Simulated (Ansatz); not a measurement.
CH8BFSi2 can be A, `FC([SiH3])B[SiH3]`, or B, `C[SiH](F)B[SiH3]`.

Program: Ansatz. Geometries: PBE0-D4/def2-TZVP. ΔE: electronic, gas phase. CCSD(T)/CBS is the MP2 limit (def2-TZVPP, def2-QZVPP) plus CCSD(T) − MP2 in def2-TZVPP, frozen cores. DFT in def2-TZVPP. B3LYP here is the variant with VWN-RPA as its local correlation; programs differ in this. One conformer a species, not always the lowest.

**Question.** Which isomer does CCSD(T)/CBS put lower? Give the gap. (An estimate is asked.)

**Answer.** Computed: B, by 216.3 kJ/mol.

**Question.** Give E(B) − E(A) in kJ/mol with MP2/def2-TZVPP, CCSD/def2-TZVPP, PBE0-D4, HF/def2-TZVPP, B3LYP-D4, r2SCAN-D4, B2PLYP. (Best estimate.)

**Answer.** Ansatz gave: MP2/def2-TZVPP -216.9, CCSD/def2-TZVPP -218.5, PBE0-D4 -200.1, HF/def2-TZVPP -237.5, B3LYP-D4 -205.0, r2SCAN-D4 -203.5, B2PLYP -213.7. None reverses the order clearly.

Largest T1 diagnostic: 0.014.

The D4 term adds +5.4 kJ/mol with B3LYP and +2.7 kJ/mol with PBE0; it sums over pairs of atoms, weighted by their polarisabilities, and B3LYP, whose exchange is more repulsive, gets the larger term. From PBE to PBE0 (25 % exact exchange), in def2-TZVPP and without D4, E(B) − E(A) moves by −11.3 kJ/mol.
